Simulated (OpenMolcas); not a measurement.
An OpenMolcas run meant for Pr3+ (ANO-RCC-VTZP, X2C; inactive shells 1s 2s 2p 3s 3p 3d 4s 4p 4d 5s 5p; intended active space 2 electrons in 7 orbitals (4f)). One step of its input:

```
&RASSCF
FileOrb=start.orb
Symmetry=1
Spin=3
nActEl=2 0 0
Inactive=15 12
Ras2=0 7
CIRoot=21 21 1
SDav=21
CIMx=300
Iter=69 100
PrWF=0.3
OrbListing=Nothing
MaxOrb=0
Atom
Thrs=1.0e-5 5.0e-1 5.0e-1
```

The run finished. Its levels beside those of a sound run (CASSCF), in cm-1 above each run's lowest level:

```csv
Level,This run,Usual run
4f2 3H4,0.0,0.0
4f2 3H5,2270,2273
4f2 3H6,4676,4679
4f2 3F2,6791,6793
4f2 3F3,8248,8252
4f2 1D2,23509,23483
4f2 1I6,28087,28086
4f2 3P0,29762,29765
4f2 3P1,30170,30173
4f2 3P2,31373,31377
```

Task: Which setting is unsound, and how much does it matter here?

Result: The convergence thresholds are far too loose, so the orbitals stop early. Against the sound run the excited levels shown move by 5.5 cm-1 on average and by 25 cm-1 at most.

Some high roots are left out of the spin-orbit mixing, which shifts the levels that they would mix with. Without dynamic correlation excited terms often stand tens of per cent too high (terms of higher spin than the ground term too low), and those without a measured partner can miss by more than the paired ones. Some levels mix across a computed gap that differs much from the measured one, so their mixing is not that of the real levels. Levels of configurations outside the active space are missing.
